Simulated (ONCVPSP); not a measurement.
## bismuth, ONCV: configuration errors across variants

* Element: bismuth
* Generator: ONCVPSP 4.0.1
* Type: optimised norm-conserving Vanderbilt (ONCV)
* Functional: PBE
* Relativity: fully relativistic
* Frozen core: [Kr] 4d10 4f14
* Valence charge: 23
* Reference configuration: 5s2 5p6 5d10 6s1.5 6p3.5
* Partial waves: 5s+6s: rc 1.30 bohr, ncon 4, nbas 8, qcut 11.5 1/bohr, 2 projectors; 5p+6p: rc 1.35 bohr, ncon 4, nbas 8, qcut 10.6 1/bohr, 2 projectors; 5d: rc 1.85 bohr, ncon 3, nbas 7, qcut 9.8 1/bohr, 1 projector
* Local potential: polynomial inside 1.15 bohr (lpopt 5, dvloc0 3 Ha)
* Core correction: polynomial model core, fcfact 0.5

Open shells are filled in proportion to 2j + 1.

All-electron excitation energies from the reference (eV): (1) 5s2 5p6 5d10 6s2 6p3 -4.887; (2) 5s2 5p6 5d10 6s2 6p2 3.172; (3) 5s2 5p6 5d10 6s2 6p1 18.598; (4) 5s2 5p6 5d9 6s2 6p4 19.016.

1 further variants failed, have other tests or another functional or relativity, and are left out.

A true bound ghost makes a file unfit for plane-wave use even where its test errors are small: the radial tests pick states by their node count and pass the ghost by.

The file “d: rc 1.3, qcut 13.9, nproj 0; local potential the d channel” misses its own reference levels by 1.9 eV.

Errors AE − PS in meV (a dash: test not solved or not reliable):

| change | (1) | (2) | (3) | (4) | bound ghosts | GHOST(+) flags above zero |
| --- | --- | --- | --- | --- | --- | --- |
| base | +0.4 | +1.8 | +3.1 | -0.2 | p1/2 | s |
| s: nbas 9 | +0.4 | +1.7 | +3.0 | -0.2 | p1/2 | s |
| d: rc 1.6 | +0.4 | +1.7 | +3.1 | -3.4 | p1/2 | s |
| d: rc 1.3, qcut 13.9, nproj 0; local potential the d channel | +2.3 | +8.3 | +14 | +41 | p3/2 | none |
| local potential polynomial inside 1.15 bohr (lpopt 5, dvloc0 0.5 Ha) | -0.2 | +0.4 | +0.9 | +0.5 | none | s |
| s: qcut 11 | +0.4 | +1.8 | +3.2 | -0.3 | p1/2 | s |
| d: qcut 8.9 | +0.4 | +1.7 | +3.0 | +3.2 | p1/2 | s |
| core correction polynomial model core, fcfact 1.16 | +0.4 | +1.8 | +3.1 | -0.2 | p1/2 | s |
| all radii but the core radius scaled by about 1.09 (s 1.42, p 1.48, d 2.02 bohr); local potential polynomial inside 1.26 bohr (lpopt 5, dvloc0 3 Ha) | -0.1 | +0.3 | +0.5 | +12 | none | s |

(1) Give the same row for: s: qcut 7.8; p: qcut 7.2; d: qcut 6.7.

Answers

(1) -0.7, +0.1, +0.4, +34; bound ghosts: none; GHOST(+) flags above zero: s.
